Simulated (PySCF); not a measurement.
**[Re3]+ at several levels of theory**

Computed with PySCF 2.14.0 (density fitting, no spin-orbit coupling) at the geometry relaxed with PBE:

```xyz
3
[Re3]+ (triplet)
Re    1.3207    0.0019    0.0000
Re   -0.6663    1.1453    0.0000
Re   -0.6544   -1.1471    0.0000
```

```tsv
level	basis	state	HOMO (eV)	gap (eV)	charge on Re1 (e)	dipole about the centre of mass (D)	largest force component (eV/Å)
PBE	Re def2-SVP with ECP60	triplet	-9.07	0.41	0.35	0.15	0.03
M06-L	the same	triplet	-8.74	0.38	0.38	0.13	0.66
revPBE	the same	triplet	-8.98	0.41	0.35	0.16	0.21
HF	the same	triplet	-9.87	5.27	0.41	0.79	9.50
PBE	Re def2-TZVP with ECP60	triplet	-9.02	0.35	0.33	0.11	0.64
```

HOMO and gap are taken over both spins. Charges are Mulliken's, which hang on the basis. The relaxation used the grid (50, 194), these runs (75, 302) or, all-electron (x2c bases, spin-free X2C Hamiltonian), (99, 590).

**Question.** What does r2SCAN with Re def2-SVP with ECP60 give here?

**Answer.** state triplet, HOMO (eV) -9.20, gap (eV) 0.67, charge on Re1 (e) 0.37, dipole about the centre of mass (D) 0.25, largest force component (eV/Å) 0.46. Time: 13 s on 2 threads of Intel(R) Xeon(R) CPU @ 2.80GHz (Skylake/Cascade Lake), with other jobs on the host, from an already converged density.

The relaxed state isn't the lowest spin state tried at its geometry. The relaxed state is spin-contaminated (spin squared 2.89 against 2.00). Open shells may have lower solutions than the one found.

A gap near or under zero over both spins lies within a partly filled shell and is no excitation energy.

Some runs are spin-contaminated.
